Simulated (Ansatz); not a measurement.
One change: `C[O][AlH][N](C)C` becomes `C[N](C)[AlH][SH]`.

Ansatz, PBE0-D4/def2-TZVP geometries, multiplicity 1. Each molecule was computed in one conformer, which needn't be the lowest.

```json
{"property": "size of the dipole moment (PBE/def2-TZVPP) / D", "`C[O][AlH][N](C)C`": "0.09"}
{"property": "size of the dipole moment (B3LYP/def2-TZVPP) / D", "`C[O][AlH][N](C)C`": "0.07"}
{"property": "HOMO energy (PBE/def2-TZVPP) / eV", "`C[O][AlH][N](C)C`": "-5.02"}
{"property": "HOMO–LUMO gap (PBE/def2-TZVPP) / eV", "`C[O][AlH][N](C)C`": "4.26"}
{"property": "HOMO–LUMO gap (ωB97M-V/def2-TZVPP) / eV", "`C[O][AlH][N](C)C`": "10.05"}
{"property": "size of the dipole moment (ωB97M-V/def2-TZVPP) / D", "`C[O][AlH][N](C)C`": "0.09"}
```

Task: Give the same properties after the change, and the shifts. (An estimate is asked.)

Result: Ansatz gave: 
```
                                          property  `C[N](C)[AlH][SH]`  shift
    size of the dipole moment (PBE/def2-TZVPP) / D                2.14   2.05
  size of the dipole moment (B3LYP/def2-TZVPP) / D                2.10   2.03
                 HOMO energy (PBE/def2-TZVPP) / eV               -5.30  -0.28
               HOMO–LUMO gap (PBE/def2-TZVPP) / eV                4.15  -0.11
           HOMO–LUMO gap (ωB97M-V/def2-TZVPP) / eV                9.98  -0.07
size of the dipole moment (ωB97M-V/def2-TZVPP) / D                2.07   1.98
```

With PBE0 the HOMO falls by 0.28 eV and the LUMO falls by 0.40 eV, so the gap narrows by about 0.12 eV. PBE moves the HOMO by -0.28 eV and ωB97M-V by -0.25 eV. Dipoles are sizes alone; their direction can turn.

Positive LUMOs are unbound, so they and the gaps depend on the basis.

B3LYP here is the variant with VWN-RPA as its local correlation; programs differ in this.
